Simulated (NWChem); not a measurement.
GeF3, doublet; SMILES [F][Ge]([F])[F]

```xyz
4

F      1.1298     1.1298    -0.3561
Ge     0.0000     0.0000     0.3004
F     -1.5433     0.4135    -0.3561
F      0.4135    -1.5433    -0.3561
```
Atoms are numbered in this order, from 1.

Program: NWChem. Pople sets run with spherical d functions. Spin-unrestricted. Medium grid unless said otherwise, to which SCAN and Minnesota functionals are sensitive. In the optimisation the excess spin sits in a (C3, its own frame). Geometry: optimised at PBE0/def2-SVP, spin-unrestricted. No stability test was run on the SCF state.

For level HCTH/407/6-31G*:

| Property | Result |
|---|---|
| highest occupied level (eV) | -7.28 |
| lowest empty minus highest occupied level, either spin (eV) | 1.52 |
| dipole (D) | 1.82 |

**Question.** How do the values read with level M06-2X/6-31G* instead?

**Answer.** 
- highest occupied level (eV) = -9.77
- lowest empty minus highest occupied level, either spin (eV) = 5.69
- dipole (D) = 2.21
